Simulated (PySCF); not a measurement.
# Frontier orbitals and the lowest excitations

H₈NPSi₂.
Z-matrix (Å and degrees, PBE0-D3(BJ)/def2-SVP geometry), rows numbered from 1:
```
Si
N   1  1.7421
Si  2  1.7392  1  129.01
P   3  2.2644  2  109.12  1   130.68
H   1  1.4922  2  107.64  3   -19.09
H   1  1.4979  2  113.48  3   100.91
H   1  1.4954  2  109.91  3  -138.86
H   2  1.0176  1  115.57  3  -176.63
H   3  1.4986  2  113.26  1  -112.29
H   3  1.4931  2  106.51  1     7.07
H   4  1.4293  3   93.46  2  -176.65
H   4  1.4280  3   94.49  2   -82.06
```

Level of theory: TDDFT CAM-B3LYP/def2-SVPD, vertical, gas phase, core orbitals frozen in the response in PySCF 2.14.0, density-fitted response routines.

Frontier orbitals with the atoms that hold most of them (Löwdin shares over 4%, at most four atoms; ? is withheld):

| orbital | ε (eV) | atoms |
| --- | --- | --- |
| HOMO-3 | -10.92 | Si1 27%, H5 19%, Si3 12%, H7 10% |
| HOMO-2 | -10.66 | P4 25%, Si3 18%, Si1 13%, N2 8% |
| HOMO-1 | -9.11 | ? |
| HOMO | -8.50 | ? |
| LUMO | ? | Si3 23%, Si1 20%, P4 12%, H8 10% |
| LUMO+1 | 1.28 | P4 30%, Si3 23%, H12 15%, H9 8% |
| LUMO+2 | 1.34 | Si1 21%, Si3 16%, P4 14%, N2 8% |

Task: Give the leading atoms of the HOMO-1.

Result: P4 (bonded to Si and 2 H) 33%; N2 (bonded to 2 Si and H) 26%; Si3 (bonded to N, P and 2 H) 10%; Si1 (bonded to N and 3 H) 6%. By element: phosphorus 33%, nitrogen 26%, silicon 16%.

Task: Give the leading atoms of the HOMO.

Result: P4 (bonded to Si and 2 H) 40%; N2 (bonded to 2 Si and H) 22%; Si3 (bonded to N, P and 2 H) 14%; Si1 (bonded to N and 3 H) 4%. By element: phosphorus 40%, nitrogen 22%, silicon 18%.

Task: What is the LUMO energy, and the HOMO–LUMO gap?

Result: ε(LUMO) = 0.66 eV; the gap is 9.17 eV (0.3368 hartree).

Task: How does S1 compare with the orbital gap of 9.17 eV?

Result: S1 is at 6.06 eV (f = 0.0024), 3.11 eV below the gap, made of HOMO→LUMO (76%), HOMO-1→LUMO (12%). 

Next come S2 at 6.44 eV (f 0.014), HOMO→LUMO+1 (58%), HOMO→LUMO+4 (22%); S3 at 6.66 eV (f 0.028), HOMO-1→LUMO (47%), HOMO→LUMO+1 (10%), HOMO→LUMO+4 (10%); S4 at 6.93 eV (f 0.067), HOMO→LUMO+2 (68%), HOMO-1→LUMO (10%); S5 at 7.11 eV (f 0.296), HOMO→LUMO+4 (45%), HOMO→LUMO+1 (17%), HOMO-1→LUMO (16%).

Löwdin shares depend on the basis, the more so with diffuse functions.

Hardware: one thread of an Arm Neoverse V1, no GPU, on a shared host. Cost: 63 s of wall time.

One conformer stands for the species.
